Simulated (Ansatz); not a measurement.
```xyz
6

O     1.091    1.258    1.631
C     0.120    1.024    1.063
O    -0.888    0.809    0.519
Sn   -0.687   -0.757   -1.650
F     1.150   -0.281   -1.134
H    -0.786   -2.054   -0.429
```

The species carries charge 0 and has multiplicity 1. Sn takes the def2 core potential. The bonds changed during the relaxation, so this is another structure than the one it started from.

(1) List the PBE/def2-TZVPP orbital energies in eV (Ansatz 0.2.0). (Estimate.)

Results:

(1) Ansatz gave: Occupied: -658.32, -512.92, -512.78, -274.08, -133.37, -89.51, -89.27, -89.11, -29.67, -28.69, -27.81, -25.82, -25.77, -25.68, -25.48, -25.14, -14.47, -13.39, -13.19, -13.14, -11.76, -9.60, -9.55, -8.75, -8.53, -8.34, -5.81. Lowest empty: -3.06, -1.36, -0.63, -0.57, 0.17, 0.52, 2.21, 2.38.
